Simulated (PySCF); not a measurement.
**Ionisation energy of Kr²⁺ by level of theory**

Kr²⁺ [Ar] 3d10 4s2 4p4 (3P) → Kr³⁺ [Ar] 3d10 4s2 4p3 (4S), as a difference of total energies. All numbers are calculated (PySCF 2.14, scalar relativity by spin-free X2C-1e, in x2c-TZVPPall (6s5p4d1f, 48 functions)). Correlated levels: valence: [Ar] 3d10 frozen. The calculations carry no spin-orbit coupling.

| method | ionisation energy (eV) | plus first-order spin-orbit estimate | error of that sum (eV) |
| --- | --- | --- | --- |
| UHF | 34.347 | 34.585 | -1.253 |
| MP2 (valence) | 35.050 | 35.288 | -0.550 |
| SCS-MP2 (valence) | 35.122 | 35.360 | -0.478 |
| CCSD (valence) | 35.168 | 35.406 | -0.432 |
| CCSD(T) (valence) | 35.190 | 35.428 | -0.410 |
| CCSDT (valence) | 35.192 | 35.429 | -0.409 |

Reference: 35.838 ± 0.02 eV (measured; NIST Atomic Spectra Database, ionization energies).

A first-order spin-orbit estimate (lowest level to lowest level, LS coupling) adds 0.238 eV.

Errors of the correlated levels include the incompleteness of this basis and the frozen core.
